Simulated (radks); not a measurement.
Hf41+, configuration [Ar] 3d10 4s2 4p1. All-electron calculation, Dirac Kohn-Sham, BLYP, spin-unpolarised, spherical densities, finite nucleus; open shells fill j = l - 1/2 first; Fermi nuclear charge, rms radius 5.347 fm. Program: a radial shooting solver on a logarithmic mesh with Libxc functionals.

Normalised radial functions P(r) = r R(r) (large component), r in bohr:

```
   r/bohr * 3p1/2, o 3p3/2, + 4p1/2 (the largest magnitude, 2.36, reaches the edge; | marks zero, & curves that meet)
 0.001429                             &
 0.002048                             &*
 0.002935                             o&
 0.004207                             |&*
 0.006029                             | &*
 0.008642                             |  & *
  0.01239                             |   +o *
  0.01775                             |     + o  *
  0.02545                             |       +   o *
  0.03648                             |        +      o*
  0.05228                             |      +      * o
  0.07494                             |+  *  o
   0.1074                *   &        |
    0.154  * o           +            |
   0.2207   &                       + |
   0.3163              o *            |                +
   0.4533                         o*  |                   +
   0.6498                             &        +
   0.9314                             &+
    1.335                             &
```

3p1/2: eigenvalue -4144.3 eV, 1 radial node at r = 0.0817 bohr, <r> = 0.194 bohr, 90 % of the charge inside 0.292 bohr. 3p3/2: eigenvalue -3877.8 eV, 1 radial node at r = 0.0896 bohr, <r> = 0.208 bohr, 90 % of the charge inside 0.310 bohr. 4p1/2: eigenvalue -1998.9 eV, 2 radial nodes at r = 0.0765, 0.229 bohr, <r> = 0.407 bohr, 90 % of the charge inside 0.581 bohr.
